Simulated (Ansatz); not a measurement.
Calculated with Ansatz (gas phase, PBE0-D4/def2-TZVP geometries, no zero-point term in ΔE). CBS: MP2 limit from def2 TZ/QZ plus the TZ coupled-cluster correction, frozen cores. Functionals use def2-TZVPP. B3LYP here is the variant with VWN-RPA as its local correlation; programs differ in this. For Se, Ti outer-core shells are correlated without core-valence functions, which leaves a few kJ/mol of doubt a bond. Scalar relativity is left out up to krypton. One conformer a species, not always the lowest.

Consider the redistribution: `[OH][Ti]([F])([Cl])[Cl]` + `C[Se][BH][AlH2]` → `C[Se][Ti]([OH])([F])[Cl]` + `[AlH2][BH]Cl`.

| level | ΔE (kJ/mol) |
| --- | --- |
| PBE0-D4 | 61.2 |
| B3LYP-D4 | 56.6 |
| ωB97M-V | 59.5 |
| PBE0 | 62.1 |
| HF/def2-TZVPP | 60.5 |
| CCSD/def2-TZVPP | 59.7 |
| CCSD(T)/def2-TZVPP | 57.4 |
| CCSD/CBS(def2) | 57.5 |

Question: What does CCSD(T)/CBS give? (An estimate is asked.)

Answer: The calculation gave: +55.3 kJ/mol. The listed levels differ from it by 5.9, 1.3, 4.2, 6.8, 5.2, 4.4, 2.1, 2.2 kJ/mol.

Largest T1 diagnostic among the species: 0.024, so the coupled-cluster value is less sure than usual.

In def2-TZVPP, CCSD(T) changes the Hartree–Fock value by −3.1 kJ/mol (the triples alone add −2.3 kJ/mol) and MP2 by −7.3 kJ/mol.
